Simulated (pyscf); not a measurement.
**•HC=CH–NH₂, doublet**

Gas-phase minimum from PySCF at ωB97X-D3(BJ)/def2-SVP, one conformer. Other isomers of •HC=CH–NH₂ were not searched in full and may lie lower. 

SMILES: [CH]=CN
```xyz
7

C      0.0114     0.4821    -0.0270
C     -0.3683    -0.4962    -0.8339
H      0.0073     1.5157    -0.4145
H     -0.6847    -0.5884    -1.8713
N      0.4981     0.3739     1.2759
H      0.2614     1.1521     1.8812
H      0.3152    -0.5206     1.7188
```
Charge 0, spin multiplicity 2.

Bonds (Å): C1–C2 1.324, C1–H3 1.104, C1–N5 1.395, C2–H4 1.089, N5–H6 1.014, N5–H7 1.015. Angles (°): C2–C1–H3 118.5, C2–C1–N5 127.7, H3–C1–N5 113.7, C1–C2–H4 136.6, C1–N5–H6 114.6, C1–N5–H7 114.4, H6–N5–H7 112.0.

Properties at ωB97X-D3(BJ)/def2-SVP:

- Harmonic wavenumbers, unscaled: 355, 474, 565, 650, 804, 853, 1098, 1237, 1311, 1626, 1743, 3107, 3307, 3601, 3708 cm⁻¹
- Zero-point energy: 34.9 kcal/mol
- Rotational symmetry number: 1
- Entropy of this conformer at 298 K and 1 atm, rigid rotor and harmonic oscillator, modes under 100 cm⁻¹ raised to 100: 264.3 J/(mol K)
- Dipole moment: 1.60 D
- Spin expectation value S2: 0.762

Single-point totals, which compare only within one level (frozen core for MP2 and CC):

```
level                   total energy (hartree)
----------------------  ----------------------
ωB97X-D3(BJ)/def2-TZVP              -133.36266
PBE/def2-TZVP                       -133.14019
r²SCAN/def2-TZVP                    -133.23419
B3LYP-D3(BJ)/def2-TZVP              -133.32310
PBE0-D3(BJ)/def2-TZVP               -133.15298
M06-2X/def2-TZVP                    -133.24612
ωB97M-D3(BJ)/def2-TZVP              -133.34394
UHF/def2-TZVPP                      -132.47656
MP2/def2-TZVPP                      -132.97063
CCSD/def2-TZVPP                     -133.00581
CCSD(T)/def2-TZVPP                  -133.02860
```

The CCSD(T) − MP2 part came from Ansatz, without density fitting, on the same reference. A UHF reference is spin-contaminated (<S²> up to 0.93), which harms MP2 most.
